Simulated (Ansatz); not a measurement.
# A ladder of methods for C3H8Si (SMILES CC(C)[SiH])

C3H8Si has 12 atoms, charge 0, and is taken as a singlet. SMILES: `CC(C)[SiH]`. The shape is that of a PBE0-D4/def2-TZVP optimisation. This is one conformer, not always the lowest.

Quantity: the electronic atomisation energy, in eV. The values are calculated. Electronic energies at fixed atoms, without zero-point motion or spin-orbit coupling.

```json
{"level": "HF/6-31G* (spherical functions)", "kind": "Hartree–Fock", "program": "Ansatz", "value (eV)": "33.67", "CPU time (all runs)": "1.6 s"}
{"level": "SVWN5/6-31G* (spherical functions)", "kind": "LDA", "program": "Ansatz", "value (eV)": "51.40", "CPU time (all runs)": "3.7 s"}
{"level": "PBE/6-31G* (spherical functions)", "kind": "GGA", "program": "Ansatz", "value (eV)": "45.84", "CPU time (all runs)": "4.3 s"}
{"level": "B3LYP/6-31G* (spherical functions)", "kind": "global hybrid", "program": "Ansatz", "value (eV)": "44.93", "CPU time (all runs)": "4.9 s"}
{"level": "CAM-B3LYP/6-31G* (spherical functions)", "kind": "range-separated hybrid", "program": "Ansatz", "value (eV)": "45.28", "CPU time (all runs)": "5.3 s"}
{"level": "HSE06/6-31G* (spherical functions)", "kind": "range-separated hybrid", "program": "Ansatz", "value (eV)": "45.34", "CPU time (all runs)": "5.2 s"}
{"level": "B2PLYP/6-31G* (spherical functions)", "kind": "double hybrid", "program": "Ansatz", "value (eV)": "43.77", "CPU time (all runs)": "6.3 s"}
{"level": "RPA@PBE/6-31G* (spherical functions)", "kind": "RPA", "program": "Ansatz", "value (eV)": "40.29", "CPU time (all runs)": "6.8 s"}
{"level": "MP2/6-31G* (spherical functions)", "kind": "perturbation theory", "program": "Ansatz", "value (eV)": "41.22", "CPU time (all runs)": "1.8 s"}
{"level": "CCSD/6-31G* (spherical functions)", "kind": "coupled cluster or CI", "program": "Ansatz", "value (eV)": "40.75", "CPU time (all runs)": "6.6 s"}
```

The values span 33.67 to 51.40 eV. Times are those of the runs behind each value, whatever else they computed, on shared processors of several kinds: orders of magnitude only.
